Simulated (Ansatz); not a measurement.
Molecule: SrOH, net charge 0, doublet state. SMILES: [OH][Sr]
Geometry: optimised at B3LYP-D3(BJ)/def2-TZVP (Ansatz, a quantum-chemistry and plane-wave program).

Property: atomisation energy, in kcal/mol. Terms: spin-orbit terms left out; valence correlation only (noble-gas shells and the d and f shells of earlier blocks; the outer core of K, Ca and congeners matters and is frozen too); 6-31G* and kin with 6d, 5d where marked; LANL2DZ with its own core potentials from Na on; UHF or UKS for open shells; STO-3G and 3-21G all-electron and non-relativistic; atomisation electronic, to ground-state atoms. Ab initio and DFT rows: single points at B3LYP-D3(BJ) geometries (Ansatz). The Hartree-Fock reference of Sr atom is unstable towards a lower, spin-broken solution.

```tsv
level	program	atomisation energy (kcal/mol)
MP2/STO-3G	Ansatz	50.3
MP2/3-21G	Ansatz	119.4
MP2/LANL2DZ	Ansatz	151.2
MP2/6-31G* with LANL2DZ past Ar	Ansatz	153.5
```

No value to compare with is used here. The 4 habitual levels span 50.3 (MP2/STO-3G) to 153.5 kcal/mol (MP2/6-31G* with LANL2DZ past Ar).

The sets are all those run for this method; left out are runs that failed, that the program found above a lower state of the same kind, or whose <S^2> lies over 0.5 above the pure value.
